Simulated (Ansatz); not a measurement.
Ansatz (a first-principles code) input (PBE0/def2-QZVPP):
A basis named .json is the Basis Set Exchange file of that set.

Ansatz 0.2 input:
```yaml
crystal:
  periodic: [false, false, false]
  atoms:
    - {symbol: Si, position_ang: [0.04723359, -0.02930386, 0.99259502]}
    - {symbol: I, position_ang: [1.12228249, 1.76295077, -0.13286679]}
    - {symbol: I, position_ang: [-1.13475929, -1.75521013, -0.12932812]}
basis:
  gaussian:
    orbitals: def2-QZVPP.json
hamiltonian:
  xc: {name: PBE0}
total_charge: 1
magnetization: {spin_polarized: true, initial_magnetization: 1}
```

End of the output:

```
integrals: 0.17 GiB planned
1245 factors; their error is unknown
mean field: 1.88 GiB planned
mean field evaluation 1: about -24069.2483 eV, gradient 1.6e1 eV
mean field evaluation 2: about -24069.3484 eV, gradient 1.9e1 eV
mean field evaluation 4: about -24070.3010 eV, gradient 1.6e0 eV
mean field evaluation 8: about -24070.4035 eV, gradient 1.9e-1 eV
mean field evaluation 16: about -24070.4036 eV, gradient 1.8e-4 eV
mean field -24070.40360588 eV, -884.5710170106 hartree, gradient 2.3e-5 eV, S^2 0.759084; 0 other end points of the search recorded, 0 dependent functions left out
reference -24070.40363528 eV, -884.5710180911 hartree; 32, 31 occupied and 202, 203 virtual orbitals, 1245 factors
Total energy: -24070.40363528 eV, -884.5710180911 hartree
```
